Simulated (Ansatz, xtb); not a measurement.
# Two isomers of F3GeH3N2

Structure a is `[NH3+][N-][Ge]([F])([F])[F]`, a singlet and structure b is `N[NH][Ge]([F])([F])[F]`, a singlet. Both are isolated molecules in the gas phase, relaxed with PBE0-D3(BJ)/def2-SVP; the shapes shown needn't be the lowest conformers.

a (Å):

```json
{"atom": "F", "x (Å)": "1.0672", "y (Å)": "0.2841", "z (Å)": "-0.4356"}
{"atom": "F", "x (Å)": "-0.0190", "y (Å)": "-2.2683", "z (Å)": "-0.4740"}
{"atom": "F", "x (Å)": "-0.9538", "y (Å)": "-0.4596", "z (Å)": "-2.1859"}
{"atom": "Ge", "x (Å)": "-0.4535", "y (Å)": "-0.6038", "z (Å)": "-0.5449"}
{"atom": "N", "x (Å)": "-1.4780", "y (Å)": "0.0710", "z (Å)": "0.7261"}
{"atom": "N", "x (Å)": "-0.7499", "y (Å)": "1.0917", "z (Å)": "1.4129"}
{"atom": "H", "x (Å)": "0.2126", "y (Å)": "1.2536", "z (Å)": "1.0570"}
{"atom": "H", "x (Å)": "-0.6623", "y (Å)": "0.8749", "z (Å)": "2.4164"}
{"atom": "H", "x (Å)": "-1.2410", "y (Å)": "1.9959", "z (Å)": "1.3619"}
```

b (Å):

```xyz
9

F    -1.4485   -0.6472   -1.3695
F    -3.4877    0.1816    0.1715
F    -0.9506   -0.0022    1.2895
Ge   -1.8178    0.4618   -0.1120
N    -1.9873    2.8140   -1.6383
N    -1.4527    2.1491   -0.5425
H    -3.0006    2.8897   -1.5773
H    -1.7294    2.3664   -2.5154
H    -0.8104    2.6944    0.0206
```

Quicker runs give these differences E(b) − E(a): GFN2-xTB −123.0 kJ/mol; HF/STO-3G −307.9 kJ/mol (at GFN2-xTB geometries); r2SCAN-D4/def2-SVP −129.1 kJ/mol (at GFN2-xTB geometries).

Task: Estimate E(b) − E(a) at the level CCSD(T)/def2-SVP + ΔMP2/def2-TZVPP.

Result: Calculated at CCSD(T)/def2-SVP + ΔMP2/def2-TZVPP: E(b) − E(a) = −120.5 kJ/mol, so structure b lies lower.

The same difference at several levels:

| level | geometry | E(b) − E(a) (kJ/mol) | departure from the last row (kJ/mol) | job, with rough time for the two |
| --- | --- | --- | --- | --- |
| GFN2-xTB | GFN2-xTB | −123.0 | −2.5 | optimisation, 0.29 s |
| HF/STO-3G | GFN2-xTB | −307.9 | −187.4 | single point, 0.38 s |
| r2SCAN-D4/def2-SVP | GFN2-xTB | −129.1 | −8.6 | single point, 2.3 s |
| PBE0-D3(BJ)/def2-SVP | PBE0-D3(BJ)/def2-SVP | −127.2 | −6.8 | optimisation, 55 s |
| HF/def2-SVP | PBE0-D3(BJ)/def2-SVP | −150.3 | −29.8 | part of the CCSD(T) run |
| MP2/def2-SVP | PBE0-D3(BJ)/def2-SVP | −132.5 | −12.0 | part of the CCSD(T) run |
| CCSD(T)/def2-SVP | PBE0-D3(BJ)/def2-SVP | −130.1 | −9.6 | single point |
| CCSD(T)/def2-SVP + ΔMP2/def2-TZVPP | PBE0-D3(BJ)/def2-SVP | −120.5 |  | single point, 34 s |

As drawn, both hold the same kinds of bond in the same numbers.

The levels shown agree on the order. The largest departure from CCSD(T)/def2-SVP + ΔMP2/def2-TZVPP is that of HF/STO-3G, 187.4 kJ/mol. The last row adds to CCSD(T) the change of the MP2 difference between the two basis sets, here +9.6 kJ/mol.

With harmonic frequencies from PBE0-D3(BJ)/def2-SVP (ideal gas, rigid rotor, one conformer each, 298.15 K, 1 atm): on the last row, ΔE + ΔZPE = −123.8 kJ/mol. A mode under 50 cm⁻¹ makes harmonic enthalpies and free energies unreliable, so none is given.

The correlated steps freeze 14 core orbitals; the filled d shell of Ge is correlated, in a basis made for valence electrons. Codes used: Ansatz 0.2.0, xtb 6.7.1; the last row on 2 threads of Intel(R) Xeon(R) 6975P-C (Granite Rapids) on a shared host.
